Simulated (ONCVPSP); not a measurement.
caesium: one change to an ONCV potential, before and after

ONCVPSP 4.0.1 input, shortened (lines: element, Z, core and valence counts, functional; n l f; lmax; l rc ep ncon nbas qcut; lloc lpopt rc5 dvloc0; l nproj debl; icmod fcfact rcfact), PBE, fully relativistic:

```
  Cs 55.00    9    3        4      upf
    1    0    2.00
    2    0    2.00
    2    1    6.00
    3    0    2.00
    3    1    6.00
    3    2   10.00
    4    0    2.00
    4    1    6.00
    4    2   10.00
    5    0    2.00
    5    1    6.00
    6    0    1.00
    2
    0    3.20    0.00    5    9    4.40
    1    2.60    0.00    5    9    6.60
    2    2.65    0.10    5    9    4.00
    4    5    1.95    1.00
    0    2    3.90
    1    2    0.60
    2    2    0.70
    3    2.75    1.45
```

Open shells are filled in proportion to 2j + 1.

In the d channel the program set the typed energies aside and used 0.050, 0.750 Ha (j = l + 1/2; the other j can differ).

Change: core correction none.

Cutoffs: the cutoffs (Ha) at which the residual kinetic energy of the hardest occupied pseudo-wave falls to 1 and 0.1 mHa per electron; they do not see the model core or the augmentation charge, which bear on the density cutoff. Errors are all-electron minus pseudo energies relative to the spin-unpolarised reference configuration.

**Question.** Predict the effect on cutoff, ghosts and configuration errors.

**Answer.** The potential gets neither clearly harder nor softer (12 Ha and 15 Ha → 12 Ha and 15 Ha); of the 4 tests that both files solve, the error grows in 0 and shrinks in 2 by more than 15 % and 0.3 meV (median size 0.4 → 0.1 meV); neither file shows a bound ghost.

| quantity | base | changed |
| --- | --- | --- |
| cutoff, loose | 12 Ha | 12 Ha |
| cutoff, tight | 15 Ha | 15 Ha |
| bound ghosts | none | none |
| GHOST(+) flags under 300 eV | s at 79.7 eV | s at 79.7 eV |
| error for 5s2 5p6 6s0, meV [ΔE 3.86 eV] | -0.4 | +0.1 |
| error for 5s2 5p6 6s0.5, meV [ΔE 1.47 eV] | -0.1 | 0.0 |
| error for 5s2 5p6 6s0 6p1, meV [ΔE 1.37 eV] | -0.3 | +0.1 |
| error for 5s2 5p5 6s1, meV [ΔE 17.91 eV] | -4.4 | +1.9 |
| s: phases at 3.24 bohr within 0.05 rad from the reference energy up to (Ha; the scan ends near 5) | 2.1 | 2.1 |
| p3/2: phases at 2.64 bohr within 0.05 rad from the reference energy up to (Ha; the scan ends near 5) | 4.7 | 4.7 |
| p1/2: phases at 2.64 bohr within 0.05 rad from the reference energy up to (Ha; the scan ends near 5) | 4.7 | 4.7 |
| d5/2: phases at 2.69 bohr within 0.05 rad from the reference energy up to (Ha; the scan ends near 5) | 2.2 | 2.2 |
| d3/2: phases at 2.69 bohr within 0.05 rad from the reference energy up to (Ha; the scan ends near 5) | 2.2 | 2.2 |

Base: These tests converged, but a pseudo level misses the all-electron one widely, so the file describes the atom poorly there or has found another state: 5s2 5p6 6s0 6p1: empty 6s by 2.9 eV. Changed file: These tests converged, but a pseudo level misses the all-electron one widely, so the file describes the atom poorly there or has found another state: 5s2 5p6 6s0 6p1: empty 6s by 2.9 eV.
